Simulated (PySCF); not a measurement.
## HoH: f occupation and spin

Unrestricted PBE0; basis Ho x2c-SVPall, H x2c-SVPall; spin-free X2C with a Gaussian nucleus; PySCF 2.14. The search starts from ions with several 4f fillings and holds each by maximum overlap.

The lowest solution of each spin and filling, followed along the bond (rough minima from three points):

```tsv
2Ms+1	4f population	⟨S²⟩ at the start	R at minimum (Å)	Te (eV)
5	10.68	6.00	2.05	0.00
3	10.96	3.01	2.08	0.06
5	10.17	6.00	1.93	0.41
7	10.00	12.00	1.98	1.04
```

Solutions at the starting distance of 1.815 Å, counted from the lowest; the search is not exhaustive:

```json
{"2Ms+1": "5", "4f population": "10.68", "E (eV)": "0.00", "⟨S²⟩": "6.00", "⟨Lz²⟩": "9.9", "μ (D)": "-2.40"}
{"2Ms+1": "3", "4f population": "10.96", "E (eV)": "0.12", "⟨S²⟩": "3.01", "⟨Lz²⟩": "11.5", "μ (D)": "-2.75"}
{"2Ms+1": "5", "4f population": "11.00", "E (eV)": "0.15", "⟨S²⟩": "6.00", "⟨Lz²⟩": "12.4", "μ (D)": "-2.87"}
{"2Ms+1": "3", "4f population": "10.97", "E (eV)": "0.18", "⟨S²⟩": "3.01", "⟨Lz²⟩": "9.0", "μ (D)": "-2.75"}
{"2Ms+1": "3", "4f population": "10.97", "E (eV)": "0.19", "⟨S²⟩": "3.00", "⟨Lz²⟩": "12.5", "μ (D)": "-2.74"}
{"2Ms+1": "3", "4f population": "10.99", "E (eV)": "0.21", "⟨S²⟩": "3.00", "⟨Lz²⟩": "12.4", "μ (D)": "-2.75"}
{"2Ms+1": "5", "4f population": "10.17", "E (eV)": "0.27", "⟨S²⟩": "6.00", "⟨Lz²⟩": "9.0", "μ (D)": "-1.70"}
{"2Ms+1": "5", "4f population": "10.01", "E (eV)": "0.33", "⟨S²⟩": "6.02", "⟨Lz²⟩": "11.8", "μ (D)": "-1.72"}
{"2Ms+1": "3", "4f population": "10.93", "E (eV)": "0.76", "⟨S²⟩": "3.02", "⟨Lz²⟩": "14.0", "μ (D)": "-2.69"}
{"2Ms+1": "7", "4f population": "10.00", "E (eV)": "0.96", "⟨S²⟩": "12.00", "⟨Lz²⟩": "15.4", "μ (D)": "-2.97"}
{"2Ms+1": "7", "4f population": "10.00", "E (eV)": "0.99", "⟨S²⟩": "12.00", "⟨Lz²⟩": "14.5", "μ (D)": "-2.97"}
{"2Ms+1": "7", "4f population": "10.00", "E (eV)": "1.15", "⟨S²⟩": "12.00", "⟨Lz²⟩": "12.7", "μ (D)": "-1.73"}
{"2Ms+1": "7", "4f population": "10.00", "E (eV)": "1.20", "⟨S²⟩": "12.00", "⟨Lz²⟩": "13.4", "μ (D)": "-1.68"}
```

Partly filled real f orbitals mix terms, so no term symbols are given. A population far from a whole number shows f orbitals mixing with d and ligand orbitals, not a clean configuration. A positive dipole means Ho(−)H(+).

Spin–orbit coupling is left out. With d or f electrons several states lie close, and the lowest PBE0 determinant need not be the measured ground state.
